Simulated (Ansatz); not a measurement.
Molecule: sum formula H2SiOCl3 (charge +1, singlet). It need not be the lowest isomer of its formula. 
Structure (B3LYP-D3(BJ)/def2-TZVP (Ansatz, an electronic-structure program) minimum search):
```xyz
7

Si     0.0201    -0.0026     0.0123
Cl     0.5046     1.6191    -1.0325
Cl    -0.2644    -1.6484    -1.0693
Cl    -1.2418     0.2361     1.5311
O      1.5832    -0.3019     0.9156
H      2.4554    -0.2031     0.4934
H      1.6250    -0.8607     1.7124
```
Charge +1, spin multiplicity 1.

Basis-set convergence of Hartree-Fock and CCSD correlation energies (hartree) with Ansatz. Valence correlation only, unless marked. Spin-orbit coupling is left out. No relativistic terms.

| basis | functions | E(HF) | E(corr, CCSD) |
|---|---|---|---|
| cc-pV(D+d)Z | 116 | -1743.39288 | -0.73655 |
| cc-pV(T+d)Z | 214 | (withheld) | (withheld) |

Question: What belongs in the gaps?

Answer: 
- cc-pV(T+d)Z, E(HF): -1743.49114
- cc-pV(T+d)Z, E(corr, CCSD): -0.96533
